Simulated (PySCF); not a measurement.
## Stretching RbTl

Set-up: Rb def2-SVP with ECP28, Tl def2-SVP with ECP60; scalar-relativistic core potentials (PySCF 2.14). Energies in eV from Rb + Tl in their ground configurations at the same level. State: ¹Σ⁺ (singlet), closed shell.

All columns are B3LYP. A positive dipole means Rb(−)Tl(+).

```
R (Å)  E (eV)  μ (D)  Mulliken charge on Rb (basis-dependent)  HOMO (eV)  LUMO (eV)  Mayer bond order  ⟨S²⟩
3.388  -0.304  -2.33                                     0.20      -2.89      -1.86              1.00  0.00
3.545  -0.422  -2.44                                     0.18      -2.88      -1.80              1.00  0.00
3.703  -0.487  -2.50                                     0.16      -2.87      -1.75              1.00  0.00
3.821  -0.511  -2.52                                     0.15      -2.85      -1.73              1.01  0.00
3.939  -0.518  -2.53                                     0.13      -2.84      -1.71              1.01  0.00
4.057  -0.513  -2.52                                     0.12      -2.83      -1.70              1.01  0.00
4.215  -0.491  -2.50                                     0.10      -2.81      -1.69              1.02  0.00
4.412  -0.447  -2.45                                     0.08      -2.78      -1.69              1.02  0.00
4.648  -0.379  -2.37                                     0.05      -2.75      -1.69              1.02  0.00
4.963  -0.276  -2.25                                     0.03      -2.71      -1.71              1.02  0.00
```

A fit through these points gives, at Re = 3.942 Å, μ = -2.53 D and dμ/dR = -0.00524 D/Å; the reduced mass is 60.04 u.

How strong is the fundamental in the double-harmonic approximation, I = 42.26·(dμ/dR)²/μred km/mol?

I = 42.26·(-0.00524)²/60.04 = 1.93e-05 km/mol at B3LYP.

Closed-shell solutions of metal pairs were not tested for spin polarisation, which can lower them a little. These are scalar-relativistic numbers at best; spin–orbit coupling would shift them, the dissociation energy most.
